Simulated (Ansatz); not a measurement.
Geometry optimisation, RKS PBE/6-31G* in Ansatz 0.2.0.

Input:

```yaml
crystal:
  periodic: [false, false, false]
  atoms:
    - { symbol: B, position_ang: [0.40611, 0.615077, -0.53884] }
    - { symbol: H, position_ang: [-0.371175, -0.141411, 1.607884] }
    - { symbol: "N", position_ang: [1.535859, -0.236077, -0.483907] }
    - { symbol: H, position_ang: [1.504576, -1.187338, -0.835715] }
    - { symbol: H, position_ang: [2.420279, 0.005077, -0.043503] }
    - { symbol: H, position_ang: [-0.613526, 0.237495, -1.065342] }
    - { symbol: "N", position_ang: [0.416817, 2.000804, 0.001501] }
    - { symbol: H, position_ang: [1.259357, 2.374785, 0.438389] }
    - { symbol: C, position_ang: [-0.668812, 2.952046, -0.130521] }
    - { symbol: H, position_ang: [-1.498524, 2.46802, -0.670799] }
    - { symbol: H, position_ang: [-1.060875, 3.295548, 0.850035] }
    - { symbol: H, position_ang: [-0.379825, 3.852152, -0.711193] }
    - { symbol: H, position_ang: [-0.384862, 0.570623, 1.57341] }
basis:
  gaussian: { orbitals: "6-31G*" }
hamiltonian:
  xc: pbe
relax:
  f_tol: 0.03
  max_steps: 50
```

Command:

```bash
$ ansatz run input.yaml --threads 1 --pin off --max-ram 2048MiB --backend cpu --events-out ev --progress --plain --runs-dir out
```

Question: Where does it end, and by what steps?

Answer: It converged. The force dipped under the threshold on the way, but the program's further checks kept it going. After 20 steps the energy has fallen by 0.371 eV; H2 moved furthest, 1.49 Å.

```
step  energy less start (eV)  largest force component (eV/Å)  accepted
   0                  0.0000                           1.982       yes
   1                 -0.2015                           0.811       yes
   2                 -0.2782                           0.415       yes
   3                 -0.3169                           0.166       yes
   4                 -0.3380                           0.047       yes
   5                 -0.3495                           0.153       yes
   6                 -0.3082                           0.627        no
   7                 -0.3543                           0.068       yes
   8                 -0.3581                           0.034       yes
   9                 -0.3578                           0.405        no
  10                 -0.3601                           0.037       yes
  11                 -0.3613                           0.095       yes
  12                 -0.3630                           0.223       yes
  13                 -0.3649                           0.136       yes
  14                 -0.3671                           0.123       yes
  15                 -0.3687                           0.078       yes
  16                 -0.3697                           0.077       yes
  17                 -0.3703                           0.052       yes
  18                 -0.3703                           0.054        no
  19                 -0.3705                           0.010       yes
  20                 -0.3706                           0.005       yes
```

```xyz
13
Properties=species:S:1:pos:R:3
B 0.542 0.686 -0.913
H -0.766 0.549 2.873
N 1.651 -0.201 -0.833
H 1.726 -1.013 -1.436
H 2.406 -0.132 -0.155
H -0.306 0.480 -1.751
N 0.384 1.809 -0.052
H 1.099 2.026 0.643
C -0.687 2.788 -0.117
H -1.403 2.478 -0.894
H -1.240 2.869 0.840
H -0.319 3.800 -0.382
H -0.522 0.667 2.170
```

Whether the end is a true minimum wasn't checked by a vibrational analysis.

The run took 48 s on 1 thread of Arm Neoverse V2, with other jobs on the host, peak memory 0.12 GiB.
